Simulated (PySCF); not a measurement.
**GaH⁺, PBE0: how much the basis matters**

PySCF, UKS reference; doublet, unpaired electrons σ ↑; De to Ga⁺ + H without counterpoise correction.

| basis | relativity | functions | Re (Å) | ωe (cm⁻¹) | De (eV) | μ (D) |
| --- | --- | --- | --- | --- | --- | --- |
| cc-pVDZ-PP/cc-pVDZ | scalar-relativistic core potentials | 28 | 1.691 | 1192 | 0.41 | 0.47 |
| aug-cc-pVDZ-PP/aug-cc-pVDZ | scalar-relativistic core potentials | 41 | 1.688 | 1182 | 0.40 | 0.45 |
| cc-pVTZ-PP/cc-pVTZ | scalar-relativistic core potentials | 53 | 1.675 | 1235 | 0.44 | 0.43 |
| def2-TZVPPD | no relativity | 71 | 1.662 | 1339 | 0.53 | 0.37 |

Question: How does each smaller set differ from the one with most functions, def2-TZVPPD?

Answer: cc-pVDZ-PP/cc-pVDZ: +2.9 pm, -11.0 % in ωe, -0.12 eV in De; aug-cc-pVDZ-PP/aug-cc-pVDZ: +2.6 pm, -11.7 % in ωe, -0.13 eV in De; cc-pVTZ-PP/cc-pVTZ: +1.3 pm, -7.8 % in ωe, -0.09 eV in De. All at PBE0; the set with most functions is neither the basis-set limit nor always the best. The rows treat relativity differently, so the differences are not basis effects alone.

A positive dipole points towards H; it is taken about the centre of mass and depends on that origin. Spin–orbit coupling is left out. For an ion De counts to the pair picked by the measured ionisation energies or electron affinities, which need not be the lowest pair at this level. The state is the lowest determinant that a PBE0 search found; another state may lie lower at other levels.
